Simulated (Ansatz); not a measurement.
Gas-phase electronic energies from Ansatz, PBE0-D4/def2-TZVP geometries. CCSD(T)/CBS is the MP2 limit (def2-TZVPP, def2-QZVPP) plus CCSD(T) − MP2 in def2-TZVPP, frozen cores. This one scheme is used for every species. Functionals use def2-TZVPP. B3LYP here is the variant with VWN-RPA as its local correlation; programs differ in this. Each species was taken in one conformer, which may not be the lowest.

Reaction (formal exchange of groups at the Si–S bond): `[SiH3]S[SiH2]S[SiH3]` + `NCCO` → `NC[SiH2]S[SiH3]` + `OCS[SiH3]`

| level | ΔE (kcal/mol) | difference from CCSD(T)/CBS |
| --- | --- | --- |
| PBE-D4 | 22.6 | -3.3 |
| r2SCAN-D4 | 24.0 | -1.9 |
| PBE0-D4 | 24.9 | -1.0 |
| B3LYP-D4 | 24.3 | -1.6 |
| ωB97X-V | 25.1 | -0.8 |
| ωB97M-V | 25.2 | -0.7 |
| B2PLYP | 24.1 | -1.8 |
| PBE | 21.4 | -4.5 |
| r2SCAN | 23.8 | -2.1 |
| PBE0 | 23.8 | -2.1 |
| B3LYP | 22.3 | -3.6 |
| HF/def2-TZVPP | 26.4 | 0.5 |
| MP2/def2-TZVPP | 26.9 | 1.0 |
| SCS-MP2/def2-TZVPP | 26.2 | 0.3 |
| CCSD/def2-TZVPP | 25.8 | -0.1 |
| CCSD(T)/def2-TZVPP | 25.5 | -0.4 |
| HF/def2-QZVPP | 26.2 | 0.3 |
| MP2/def2-QZVPP | 27.2 | 1.3 |
| SCS-MP2/def2-QZVPP | 26.4 | 0.5 |
| HF/CBS(def2) | 26.2 | 0.3 |
| MP2/CBS(def2) | 27.4 | 1.5 |
| CCSD/CBS(def2) | 26.3 | 0.4 |
| CCSD(T)/CBS | 25.9 | 0 |

Largest T1 diagnostic among the species: 0.012.

The D4 term adds +2.0 kcal/mol with B3LYP and +1.1 kcal/mol with PBE0; it sums over pairs of atoms, weighted by their polarisabilities, and B3LYP, whose exchange is more repulsive, gets the larger term. From PBE to PBE0 (25 % exact exchange), in def2-TZVPP and without D4, ΔE moves by +2.4 kcal/mol.
